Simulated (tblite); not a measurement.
C₃H₈N, doublet, geometry from GFN2-xTB; GFN1-xTB in tblite.

Here is a job for tblite.
```
$ tblite run mol.xyz --method gfn1 --charge 0 --spin 1 --json tblite.json --no-restart

# file mol.xyz
12

C     -0.62667224     1.28621302     0.14329601
C     -0.01933799    -0.03669344     0.39344739
C      1.43057375    -0.11714234    -0.07366094
N     -0.79208577    -1.07592181    -0.32245454
H     -0.42635380     1.79297116    -0.78303827
H     -1.47513026     1.61073911     0.71632173
H     -0.08000978    -0.29774481     1.45626300
H      2.04796456     0.56417111     0.50512215
H      1.50318320     0.15377893    -1.12483008
H      1.80094900    -1.13067584     0.05145895
H     -0.77226340    -0.89055284    -1.32089195
H     -1.76112015    -1.06549754    -0.02171849
```

Predict the main parts of the log of this tblite run.


```
xTB calculator
 | screened Coulomb repulsion
 | Coulomb electrostatics
 |  * isotropic Klopman-Ohno-Mataga-Nishimoto electrostatics
 |  * onsite third-order electrostatics
 | DFT-D3(BJ) dispersion correction

halogen bonding energy    0.0000000000000E+00 Eh
repulsion energy          1.7866135152726E-01 Eh
dispersion energy        -3.4083599577228E-03 Eh
number of electrons       2.5000000000000E+01 e
integral cutoff           1.9731147476801E+01 bohr

------------------------------------------------------------
  cycle        total energy    energy error   density error
------------------------------------------------------------
      1     -13.75419227370  -1.3929445E+01   5.6925598E-01
      2     -13.78198582843  -2.7793555E-02   3.2582453E-01
      3     -13.78291660376  -9.3077533E-04   4.8359120E-02
      4     -13.78319898361  -2.8237985E-04   5.7988967E-03
      5     -13.78323236299  -3.3379378E-05   1.8010411E-03
      6     -13.78323603445  -3.6714685E-06   3.2016633E-04
      7     -13.78323610270  -6.8241949E-08   4.2684364E-05
      8     -13.78323610338  -6.8771122E-10   1.1208807E-05
------------------------------------------------------------

electronic energy        -1.3958489094953E+01 Eh
total energy             -1.3783236103384E+01 Eh

Post processing:
 | Mayer-Wiberg bond orders

[Info] JSON dump of results written to 'tblite.json'
```
